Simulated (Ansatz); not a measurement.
Consider the redistribution: `CC[Si](F)(F)Cl` + `[OH][Sn][SH]` → `F[Si](F)(S)Cl` + `C[CH2][Sn][OH]`.

Gas-phase electronic energies from Ansatz, PBE0-D4/def2-TZVP geometries. CBS: MP2 limit from def2 TZ/QZ plus the TZ coupled-cluster correction, frozen cores. Functionals use def2-TZVPP. Elements past krypton have def2 core potentials. For Sn outer-core shells are correlated without core-valence functions, which leaves a few kJ/mol of doubt a bond. Each species was taken in one conformer, which may not be the lowest.

| level | ΔE (kcal/mol) |
| --- | --- |
| ωB97X-V | 22.2 |
| SCS-MP2/def2-QZVPP | 21.8 |

(1) What does CCSD(T)/CBS give? (Best estimate.)

(2) What do rigid-rotor, harmonic-oscillator terms from PBE0-D4/def2-TZVP frequencies (298.15 K, 1 bar) make of the CCSD(T)/CBS value? (Best estimate.)

Largest T1 diagnostic among the species: 0.017.

Answers

(1) The calculation gave: +21.7 kcal/mol. The listed levels differ from it by 0.5, 0.1 kcal/mol.

(2) Computed: ΔZPE = -0.4 kcal/mol, ΔH = +21.3 kcal/mol, ΔS = -2 J/(mol·K), ΔG = +21.4 kcal/mol.

In def2-TZVPP, CCSD(T) changes the Hartree–Fock value by −4.0 kcal/mol (the triples alone add −0.4 kcal/mol) and MP2 by −3.9 kcal/mol. Leaving LDA and LC-ωPBE aside and taking each functional with its dispersion term where it has one, the values, not all of them listed here, spread over 2.1 kcal/mol, from revPBE-D4 to BHLYP-D4. LDA lies −0.8 kcal/mol from PBE without D4.
